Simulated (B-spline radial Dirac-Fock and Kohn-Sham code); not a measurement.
**How the settings move the core levels of Bi⁷⁺**

ΔSCF core binding energies without Breit or QED terms, calculated with a radial B-spline solver. Keys: rel is the Hamiltonian (dirac, or spin-free x2c and nr, where L3 and M5 stand for the whole 2p and 3d shells), method is hf or an exchange,correlation pair (spin-unpolarised, also for the hole states), nuc the nuclear model, radius_factor scales its radius, rmax is the box in bohr, h the logarithmic mesh step, order the B-spline order, points the quadrature points per cell, c_factor scales the speed of light, and damp, ndamp, maxit and tol steer the iteration. The run stops when the commutator error falls below 10·tol·max(1, Z/10), or the numerical noise floor, and the energy has settled to about 1e-8 Ha; the virial ratio is −V/T.

Base input:

```json
{"items": [{"Z": 83, "q": 7, "cfg": [[1, 0, 2], [2, 0, 2], [2, 1, 6], [3, 0, 2], [3, 1, 6], [3, 2, 10], [4, 0, 2], [4, 1, 6], [4, 2, 10], [4, 3, 14], [5, 0, 2], [5, 1, 6], [5, 2, 8]], "A": 209, "rrms": 5.5211, "do": "settings", "holes": ["K", "L3", "M5"],
  "settings": [{"rel": "dirac", "method": "hf", "nuc": "fermi", "radius_factor": 1.0, "rmax": 45.0, "h": 0.3, "order": 8, "points": 10, "c_factor": 1.0, "maxit": 60, "damp": 0.5, "ndamp": 3, "tol": 1e-08}]}]}
```

The ground state converged in 9 iterations, with total energy -21553.31038 Ha, virial ratio 1.85644 and highest orbital energy -124.29 eV. ΔSCF binding energies: K (1s) 91147.0 eV, L3 (2p3/2) 13569.2 eV. Holes are computed only in closed shells, and unreliable hole states are left out.

Changes from the base run:

```tsv
changed setting	Δ total energy (Ha)	Δ K (eV)	Δ L3 (eV)	iterations
order = 6	+0.00171	0.00	0.00	9
tol = 1e-06	0.00000	0.00	0.00	8
rel = "nr"; h = 0.5; order = 6	+1471.52900	-9491.90	-97.75	9
rel = "nr"	+1469.87248	-9493.06	-99.04	9
radius_factor = 2.0	+12.87158	-140.19	+0.81	9
c_factor = 10.0	+1458.52785	-9424.89	-97.81	9
rel = "nr"; method = "lda,vwn"; order = 6	?	?	?	?
```

Question: What does the change rel = "nr"; method = "lda,vwn"; order = 6 do?

Answer: The total energy moves by +1475.37139 Ha and the binding energies by K -9524.73 eV, L3 -152.49 eV; the run takes 10 iterations.
